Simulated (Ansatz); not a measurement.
A nudged elastic band was laid between two geometries of AlCl₂H₅OSi (10 atoms, charge 0, multiplicity 1).

Level of theory: Ansatz, RKS BLYP-D4/6-31G*.

| Quantity | Value |
| --- | --- |
| movable images | 5 |
| climbing image | yes |
| spring | 5.0 eV/Å² |
| optimiser | quadratic models (default) |
| start path | through a guess of the saddle point |
| force threshold | 0.03 eV/Å |
| iteration limit | 60 |
| end points | relaxed |

Initial state:

```xyz
10
Properties=species:S:1:pos:R:3
Al -0.081 0.019 0.145
H 0.128 0.758 1.529
Cl 1.517 0.085 -1.293
Cl -2.048 -0.014 -0.748
O -0.021 -1.866 0.736
Si -0.673 -3.277 -0.075
H 0.154 -4.408 0.438
H -2.100 -3.450 0.305
H -0.473 -3.026 -1.519
H 0.325 -1.993 1.644
```

Final state:

```xyz
10
Properties=species:S:1:pos:R:3
Al 0.076 -0.373 -0.592
H -0.238 0.167 2.150
Cl 1.960 0.566 -0.667
Cl -1.656 0.779 -0.944
O -0.015 -2.049 -0.356
Si -0.672 -3.571 -0.182
H 0.430 -4.582 -0.156
H -1.442 -3.655 1.100
H -1.592 -3.881 -1.321
H -0.122 -0.573 2.130
```

Which bonds break or form, and what moves?

Bonds broken: Al1–H2, O5–H10. Bonds formed: H2–H10. AlCl2H5OSi becomes AlCl2H3OSi + H2.

Give the energies along the band, and the barrier.

It converged. The highest image is number 3 of 0 to 6, 0.73 eV above the first end and 1.10 eV above the last; the last end lies 0.37 eV below the first. A vibrational analysis at the climbing image gives one clearly imaginary mode, 1275i cm⁻¹: a first-order saddle point. The orbitals stay closed-shell, which can raise the energy where a bond breaks towards radicals; this wasn't checked here.

```csv
image,path coordinate (Å),energy (eV),Al1–H2 (Å),O5–H10 (Å),H2–H10 (Å)
0,0.00,0.00,1.58,0.98,2.76
1,0.69,0.03,1.59,0.98,2.50
2,1.39,0.19,1.60,0.99,1.95
3,2.08,0.73,1.74,1.23,1.11
4,2.97,-0.25,2.28,2.12,0.76
5,3.85,-0.37,2.76,2.84,0.75
6,4.74,-0.37,2.81,2.89,0.75
```

What is the geometry of the highest image?


```xyz
10
Properties=species:S:1:pos:R:3
Al 0.010 -0.106 -0.089
H 0.140 -0.197 1.645
Cl 1.743 0.682 -1.012
Cl -1.907 0.520 -0.750
O 0.078 -1.922 0.296
Si -0.704 -3.415 -0.001
H 0.182 -4.507 0.493
H -2.009 -3.446 0.722
H -0.913 -3.521 -1.473
H 0.109 -1.261 1.329
```

What are the harmonic wavenumbers there?

1275i, 32, 58, 90, 140, 173, 256, 406, 427, 544, 578, 697, 705, 818, 924, 939, 976, 1066, 1186, 1608, 1857, 2208, 2223, 2232 cm⁻¹.

Time of the run: 2.3 min on 2 threads of Intel(R) Xeon(R) 6975P-C (Granite Rapids) (shared host), peak memory 0.17 GiB.
